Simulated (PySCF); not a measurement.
**Electronic absorption of C4H12Si3**

C4H12Si3.
Cartesian coordinates in Å at the GFN2-xTB level; atoms count from 1:
```
atom  x, y, z in Å
C1     4.0183   -0.3611    0.0860
C2     2.8265   -0.4487    0.0209
C3     1.3805   -0.5003   -0.0499
C4     0.7633    0.8846    0.1580
Si5   -1.1527    0.8176    0.0951
Si6   -1.7923    0.1372   -2.0349
Si7   -1.8765   -0.5151    1.8587
H8     5.0641   -0.3005    0.1405
H9     1.0133   -1.1905    0.7175
H10    1.0890   -0.8965   -1.0284
H11    1.1515    1.5636   -0.6041
H12    1.0987    1.2792    1.1197
H13   -1.5666    2.2210    0.3198
H14   -0.9916    0.7138   -3.1195
H15   -1.6788   -1.3190   -2.1827
H16   -3.1888    0.4718   -2.3207
H17   -3.2049   -0.1303    2.3385
H18   -1.9744   -1.9219    1.4518
H19   -0.9885   -0.4956    3.0261
```

The calculation used TDDFT CAM-B3LYP/def2-SVPD, vertical, gas phase, core orbitals frozen in the response in PySCF.

| state | E (eV) | E (kJ/mol) | λ (nm) | f | main configurations (H = HOMO, L = LUMO) |
| --- | --- | --- | --- | --- | --- |
| S1 | 6.55 | 632 | 189.4 | 0.081 | H-2→L (67%), H-1→L (14%) |
| S2 | 6.63 | 639 | 187.1 | 0.0051 | H→L+5 (15%), H-1→L+8 (14%), H→L+9 (9%) |
| S3 | 6.80 | 657 | 182.2 | 0.038 | H→L (26%), H-1→L+5 (13%), H→L+8 (10%) |
| S4 | 6.86 | 662 | 180.6 | 0.0040 | H→L+5 (21%), H→L+9 (12%), H→L+14 (10%) |
| S5 | 7.06 | 681 | 175.7 | 0.033 | H-3→L (69%), H→L (10%) |
| S6 | 7.12 | 687 | 174.1 | 0.156 | H-2→L+1 (52%), H-2→L+3 (12%), H-2→L+4 (8%) |
| S7 | 7.29 | 703 | 170.1 | 0.038 | H→L (23%), H-4→L (15%), H→L+1 (13%) |
| S8 | 7.33 | 708 | 169.1 | 0.035 | H→L+1 (40%), H-3→L+1 (17%), H-4→L (11%) |

Triplets (Tamm–Dancoff): T1 5.50 eV, H→L+8 (14%), H-1→L+5 (13%), H-1→L+14 (10%); T2 5.76 eV, H-2→L (82%), H-1→L (8%); T3 6.00 eV, H-1→L+5 (16%), H-1→L+14 (12%), H→L+8 (11%).

The lowest singlet lies at 6.55 eV (189 nm, vacuum ultraviolet) and is of moderate strength; its leading configuration is HOMO-2→LUMO (67%). The strongest level in the table is S6 at 7.12 eV (174 nm, f = 0.156). Löwdin shares by element: HOMO carbon 81% or more, silicon 5% or more; LUMO silicon 64%, hydrogen 8% or more (atoms not listed hold the other 28%). The listed states span 0.79 eV, and the widest gap between neighbours is 0.19 eV (S4 to S5). The oscillator strengths of these states sum to 0.392; summed over the whole spectrum of an exact calculation they would give the number of electrons, 78 (Thomas–Reiche–Kuhn). Of the 8 states listed, 6 reach f = 0.01 and none stays under 0.0005. Only the lowest 8 singlets were computed, as vertical energies without vibronic structure.

Hardware: an Arm Neoverse N1 with one thread, shared host. Cost: 2.2 min, 1.2 GiB resident at most.

One conformer stands for the species.
